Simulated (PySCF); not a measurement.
H6BN, charge +1, quartet, at a GFN2-xTB geometry of the parent state (a state made from the parent by changing its charge; the spin is typed, not shown lowest); PySCF with MP2/def2-SVP.

The PySCF input:
```python
from pyscf import gto, scf, mp

mol = gto.M(
    atom='''
B    -0.851037    0.060965   -0.059266
N     0.704006   -0.076802    0.021988
H    -1.310669   -0.658179   -0.862416
H    -1.210109    1.215258   -0.097623
H    -1.371797    0.056648    1.032333
H     0.958971   -1.043415    0.247455
H     1.138764    0.537814    0.714400
H     1.121981    0.124665   -0.891736
''',
    basis='def2-svp',
    charge=1,
    spin=3,
    verbose=5,
)

mf = scf.UHF(mol)
mf.kernel()

pt = mp.MP2(mf)
pt.kernel()
print('E(MP2) = %.10f' % pt.e_tot)
```

It wrote (shortened):

```
PySCF version 2.14.0

[INPUT] verbose = 5
[INPUT] max_memory = 4000
[INPUT] num. atoms = 8
[INPUT] num. electrons = 17
[INPUT] charge = 1
[INPUT] spin (= nelec alpha-beta = 2S) = 3
[INPUT] symmetry False subgroup None
[INPUT] Mole.unit = angstrom
[INPUT] Symbol           X                Y                Z      unit          X                Y                Z       unit  Magmom
[...]
[INPUT] ---------------- BASIS SET ----------------
[INPUT] l, kappa, [nprim/nctr], expnt,             c_1 c_2 ...
[INPUT] N
[...]
                                257.64812677      -0.040221581118
                                58.458245853      -0.1793114499
                                16.198367905      -0.46376317823
                                5.0052600809      -0.44171422662
[...]
                                2.9257372874      -0.21807045028
                                0.79927750754     -0.51294466049
[...]
[INPUT] B
[...]
                                126.26464843      -0.041565520771
                                28.620600763      -0.18299816983
                                7.879372271       -0.46540391866
                                2.4088857172      -0.44173884791
[...]
                                1.2499157866      -0.19895775769
                                0.3387167635      -0.50850202618
[...]
[INPUT] H
[...]
                                1.9622572         0.13796524
                                0.44453796        0.47831935
[...]
nuclear repulsion = 41.3730457603772
number of shells = 30
number of NR pGTOs = 90
number of NR cGTOs = 58
basis = def2-svp
ecp = {}

******** <class 'pyscf.scf.uhf.UHF'> ********
method = UHF
initial guess = minao
damping factor = 0
level_shift factor = 0
DIIS = <class 'pyscf.scf.diis.CDIIS'>
diis_start_cycle = 1
diis_space = 8
diis_damp = 0
SCF conv_tol = 1e-09
SCF conv_tol_grad = None
SCF max_cycles = 50
direct_scf = True
direct_scf_tol = 1e-13
number electrons alpha = 10  beta = 7
Set gradient conv threshold to 3.16228e-05
E1 = -190.9253469174945  E2 = 66.93015273611933  Ecoul = 79.56722891501515  Exc = -12.637076178895825
init E= -82.622148420998
cond(S) = 1100.3290828654283

  alpha mo_energy =
[-15.65133788  -7.67889659  -1.52058194  -0.90807652  -0.63263027
  -0.61714591  -0.4632014   -0.38716468  -0.2818758    0.09753643
   0.20290662   0.20419598   0.22203828   0.23367432   0.26229807
   0.28024699   0.37083988   0.40896627   0.42503345   0.51739721
   0.66862174   0.72912717   0.76744585   0.78565325   0.84737007
   0.92174073   0.98956375   0.99427568   1.07937202   1.16060879
   1.16192611   1.36281981   1.46988942   1.48856665   1.58851795
   1.61600303   1.62875022   1.82938936   1.88092537   1.95140685
   1.98895819   2.06236075   2.15186273   2.24743041   2.2629258
   2.28734045   2.39490722   2.43916176   2.47837608   2.72719013
   2.74508215   2.81613341   2.84632974   3.09905285   3.14157145
   3.27912718   3.62113242   3.62785889]
  beta  mo_energy =
[-15.65133788  -7.67889659  -1.52058194  -0.90807652  -0.63263027
  -0.61714591  -0.4632014   -0.38716468  -0.2818758    0.09753643
   0.20290662   0.20419598   0.22203828   0.23367432   0.26229807
   0.28024699   0.37083988   0.40896627   0.42503345   0.51739721
   0.66862174   0.72912717   0.76744585   0.78565325   0.84737007
   0.92174073   0.98956375   0.99427568   1.07937202   1.16060879
   1.16192611   1.36281981   1.46988942   1.48856665   1.58851795
   1.61600303   1.62875022   1.82938936   1.88092537   1.95140685
   1.98895819   2.06236075   2.15186273   2.24743041   2.2629258
   2.28734045   2.39490722   2.43916176   2.47837608   2.72719013
   2.74508215   2.81613341   2.84632974   3.09905285   3.14157145
   3.27912718   3.62113242   3.62785889]
multiplicity <S^2> = 3.75  2S+1 = 4
E1 = -184.5441050935861  E2 = 61.41354298832677  Ecoul = 73.3833425823599  Exc = -11.969799594033134
cycle= 1 E= -81.7575163448821  delta_E= 0.865  |g|= 0.318  |ddm|= 4.24

  alpha mo_energy =
[...]
  6.03061624e-01  6.56433544e-01  7.44708481e-01  7.53540554e-01
  8.54931132e-01  8.83402583e-01  8.88223538e-01  1.12368663e+00
  1.17365699e+00  1.20862928e+00  1.26264376e+00  1.30477040e+00
  1.33289922e+00  1.58500919e+00  1.59244690e+00  1.63984956e+00
  1.69076637e+00  1.78761781e+00  1.85196623e+00  1.99425091e+00
  1.99499365e+00  2.01500937e+00  2.13670175e+00  2.18758675e+00
  2.22346780e+00  2.44559347e+00  2.44783263e+00  2.51828751e+00
  2.55901948e+00  2.87078148e+00  2.90812629e+00  3.05767107e+00
  3.40169009e+00  3.40575595e+00]
  beta  mo_energy =
[-15.85966847  -7.95969235  -1.45865444  -0.96214965  -0.93730513
  -0.93113285  -0.81202999  -0.36945769  -0.30659147  -0.04330283
   0.03414763   0.04319193   0.05713045   0.05857411   0.08093495
   0.08982517   0.17228117   0.20667445   0.22730574   0.30863062
   0.46654239   0.52908803   0.57826757   0.61435815   0.65457551
   0.73937856   0.79640994   0.79804993   0.8737916    0.93221745
   0.93574342   1.13862224   1.23670726   1.25054307   1.34837927
   1.37539891   1.39453307   1.59910358   1.6351967    1.69631831
   1.75755324   1.82001319   1.89696292   2.01150961   2.02763743
   2.04705408   2.15477438   2.20775414   2.24567477   2.49647021
   2.4969285    2.56046283   2.59705493   2.8845363    2.92318491
   3.06863515   3.4112037    3.41625364]
multiplicity <S^2> = 3.7587353  2S+1 = 4.0043652
E1 = -186.16686581017834  E2 = 62.92954653249906  Ecoul = 75.16519069397431  Exc = -12.23564416147525
cycle= 16 E= -81.8642735173021  delta_E= -8.99e-10  |g|= 5.76e-06  |ddm|= 0.000636

  alpha mo_energy =
[-1.58743671e+01 -7.97478559e+00 -1.49401366e+00 -1.16114332e+00
 -1.00419577e+00 -9.61554681e-01 -9.17192038e-01 -8.86425896e-01
 -8.12279695e-01 -3.01185864e-01 -3.91875155e-02 -2.08740445e-02
  6.16614282e-03  1.40416732e-02  1.80486957e-02  4.46305433e-02
  1.24220668e-01  1.48845993e-01  1.59348110e-01  2.62269092e-01
  4.23759642e-01  4.80591900e-01  5.08068471e-01  5.49777448e-01
  6.03062181e-01  6.56432970e-01  7.44708253e-01  7.53540796e-01
  8.54931527e-01  8.83402541e-01  8.88223815e-01  1.12368685e+00
  1.17365692e+00  1.20862933e+00  1.26264365e+00  1.30477038e+00
  1.33289891e+00  1.58500923e+00  1.59244734e+00  1.63984918e+00
  1.69076530e+00  1.78761759e+00  1.85196613e+00  1.99425130e+00
  1.99499331e+00  2.01500959e+00  2.13670204e+00  2.18758724e+00
  2.22346795e+00  2.44559281e+00  2.44783260e+00  2.51828769e+00
  2.55901921e+00  2.87078202e+00  2.90812673e+00  3.05767169e+00
  3.40169076e+00  3.40575650e+00]
  beta  mo_energy =
[-15.85966639  -7.95969298  -1.45865353  -0.96214946  -0.9373046
  -0.93113197  -0.81203018  -0.36945831  -0.30659196  -0.04330269
   0.03414784   0.04319202   0.05713026   0.05857443   0.08093474
   0.08982482   0.17228104   0.20667389   0.22730547   0.30863071
   0.46654251   0.52908812   0.57826735   0.61435828   0.65457577
   0.73937806   0.7964105    0.79805019   0.87379218   0.9322174
   0.93574338   1.13862242   1.23670725   1.25054316   1.34837867
   1.37539857   1.39453304   1.59910397   1.6351966    1.69631795
   1.75755231   1.82001301   1.89696282   2.01150996   2.02763761
   2.04705373   2.15477451   2.20775458   2.24567501   2.49647034
   2.49692791   2.56046291   2.5970544    2.88453704   2.9231855
   3.0686359    3.41120461   3.41625438]
multiplicity <S^2> = 3.7587354  2S+1 = 4.0043653
E1 = -186.16686281714672  E2 = 62.929543539358946  Ecoul = 75.16518726218497  Exc = -12.235643722826026
Extra cycle  E= -81.8642735174106  delta_E= -1.09e-10  |g|= 4e-06  |ddm|= 0.00011
converged SCF energy = -81.8642735174106  <S^2> = 3.7587354  2S+1 = 4.0043653

******** <class 'pyscf.mp.ump2.UMP2'> ********
nocc = (np.int64(10), np.int64(7)), nmo = (58, 58)
transform (ia|jb) incore
E(UMP2) = -82.1434546784002  E_corr = -0.279181160989608
E(SCS-UMP2) = -82.139995693521  E_corr = -0.275722176110427
E_corr(same-spin) = -0.0684175581658874
E_corr(oppo-spin) = -0.21076360282372
E(MP2) = -82.1434546784
```
